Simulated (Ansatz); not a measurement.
`Cl[SiH2]S[SiH2]Cl` at its PBE0-D4/def2-TZVP geometry, where that method's forces vanish. The species carries charge 0 and has multiplicity 1.

```xyz
9

Cl    0.6061   -2.1173    1.1364
Si    1.4397   -0.7789   -0.1752
S    -0.0113    0.0558   -1.4906
Si   -1.4417    0.7885   -0.0946
Cl   -0.5881    2.0286    1.2983
H     2.3937   -1.4935   -1.0490
H     2.1026    0.2658    0.6304
H    -2.4096    1.5641   -0.8984
H    -2.0916   -0.3132    0.6427
```

(1) What forces (eV/Å) does PBE-D4/def2-TZVPP give on these atoms in Ansatz? (An estimate is asked.)

Answers

(1) The calculation gave: 
```
Cl1 -0.106 -0.200  0.197
Si2  0.045  0.050 -0.009
S3  -0.003  0.011 -0.337
Si4 -0.044 -0.046 -0.012
Cl5  0.109  0.185  0.210
H6   0.115 -0.074 -0.115
H7   0.088  0.124  0.091
H8  -0.118  0.082 -0.107
H9  -0.086 -0.132  0.082
```
